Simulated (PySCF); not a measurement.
All values below come from PBE-D3(BJ)/def2-TZVP // PBE0-D3(BJ)/def2-TZVP in PySCF. All species are isolated molecules in the gas phase. One relaxed conformer stands for a flexible species; it need not be the lowest. 

Reference species (SMILES): `[SiH3][Si@@H]1C[SiH2]1` (neutral, multiplicity 1).

| Item | Value |
|---|---|
| LUMO | -1.29 eV |

Changed species: `[SiH2]=C[SiH2][SiH3]` (Si–C–Si–Si torsion 0°).

Q: Give the shifts of the LUMO.

A: the LUMO falls by 1.22 eV, to -2.51 eV.
